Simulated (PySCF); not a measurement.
CH₇FSi₂Te.
SMILES with atom numbers: `[F:1][C@H:2]([SiH3:3])[SiH2:4][TeH:5]` (hydrogens: H6 on C2; H7, H8, H9 on Si3; H10, H11 on Si4; H12 on Te5)

Level of theory: PySCF, PBE0-D3(BJ)/def2-SVP geometry optimisation, gas phase, def2 core potentials past Kr.

**Question.** What internal coordinates does the optimisation give?

**Answer.** 
| bond | length (bohr) |
| --- | --- |
| F1–C2 | 2.648 |
| C2–Si3 | 3.600 |
| C2–Si4 | 3.603 |
| Si4–Te5 | 4.726 |
| C2–H6 | 2.091 |
| Si3–H7, Si3–H8, Si3–H9 | 2.820 |
| Si4–H10 | 2.822 |
| Si4–H11 | 2.823 |
| Te5–H12 | 3.148 |

Bonds in one row agree within 0.02 bohr and their mean is given. A selection of angles:
| angle | degrees |
| --- | --- |
| F1–C2–Si3 | 108.4 |
| F1–C2–Si4 | 107.7 |
| F1–C2–H6 | 108.1 |
| Si3–C2–Si4 | 115.4 |
| Si3–C2–H6 | 108.3 |
| Si4–C2–H6 | 108.7 |
| C2–Si3–H7 | 108.1 |
| C2–Si3–H8 | 108.9 |
| H7–Si3–H8 | 109.8 |
| C2–Si4–Te5 | 103.2 |
| C2–Si4–H10 | 110.9 |
| C2–Si4–H11 | 110.3 |
| Te5–Si4–H10 | 112.3 |
| Te5–Si4–H11 | 111.2 |
| H10–Si4–H11 | 108.9 |
| Si4–Te5–H12 | 91.2 |

Dihedral angles: F1–C2–Si4–Te5 41° (synclinal).

Si3 (SiH3 silicon) is tetrahedral (angles from 108.1° to 110.2°). Te5 (tellurium bonded to Si and H) is bent (angle 91.2°). Si4 (SiH2 silicon) is distorted tetrahedral (angles from 103.2° to 112.3°).

Point group: C1 (no symmetry element, even within 0.4 Å). No frequency check. One conformer, not necessarily the lowest (F1–C2–Si4–Te5 41°, C2–Si4–Te5–H 160°).

On one thread, AMD EPYC 9R45 (x86_64), shared host with 96 logical CPUs at a one-minute load of 58, this took 90 s wall and 0.55 GiB of memory at its peak. These figures are those of the optimisation.
